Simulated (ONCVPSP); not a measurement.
# Configuration tests for Bi (Z = 83) (ONCV)

```json
{
  "Element": "bismuth",
  "Generator": "ONCVPSP 4.0.1",
  "Type": "optimised norm-conserving Vanderbilt (ONCV)",
  "Functional": "PBE",
  "Relativity": "scalar-relativistic",
  "Frozen core": "[Kr] 4d10 4f14",
  "Valence charge": "23",
  "Reference configuration": "5s2 5p6 5d10 6s1 6p4",
  "Partial waves": "5s+6s: rc 1.55 bohr, ncon 4, nbas 9, qcut 9.1 1/bohr, 2 projectors; 5p+6p: rc 1.45 bohr, ncon 4, nbas 7, qcut 10.2 1/bohr, 2 projectors; 5d: rc 1.35 bohr, ncon 4, nbas 8, qcut 6.2 1/bohr, local",
  "Local potential": "the d channel",
  "Core correction": "Teter function, fcfact 4.75, rcfact 1.1"
}
```

Energies are relative to the spin-unpolarised reference configuration 5s2 5p6 5d10 6s1 6p4; without spin polarisation the order of configurations can differ from experiment.

```csv
valence configuration,charge,ΔE all-electron (eV),error AE − PS (meV)
5s2 5p6 5d10 6s2 6p3,0,-10.083,+0.6
5s2 5p6 5d10 6s2 6p2,+1,-2.170,-2.8
5s2 5p6 5d10 6s0 6p5,0,10.419,-4.5
```

Problem. What are ΔE and the potential's error for 5s2 5p6 5d10 6s2 6p1?

Solution. ΔE = 13.078 eV all-electron; the error (AE − PS) is -9.5 meV.

Levels in the configuration 5s2 5p6 5d10 6s2 6p2:

| level | all-electron (eV) | pseudo (eV) |
| --- | --- | --- |
| 5s | -165.933 | -165.893 |
| 5p | -104.000 | -103.995 |
| 5d | -35.191 | -35.197 |
| 6s | -22.110 | -22.106 |
| 6p | -11.439 | -11.439 |
